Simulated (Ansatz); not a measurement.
This triplet lies 0.08 eV below the relaxed singlet at the level B3LYP/cc-pVTZ // PBE0-D3(BJ)/def2-TZVP (Ansatz, an electronic-structure program); other levels give the other order.

Species: C3HCl, SMILES `C#C[C]Cl` (triplet; the order of the spin states depends on the level) (charge 0, multiplicity 3).

Problem. Give a relaxed geometry from Ansatz with PBE0-D3(BJ)/def2-TZVP.

Solution. the end point of this relaxation (outside a Z-matrix the atoms follow the SMILES, hydrogens last).
Cartesian coordinates (Å) in one orientation:
```xyz
5

C     -1.315    -0.241    -0.733
C     -0.085    -0.111    -0.624
C      1.214    -0.123    -0.479
Cl     2.556     0.816    -0.526
H     -2.370    -0.341    -0.827
```
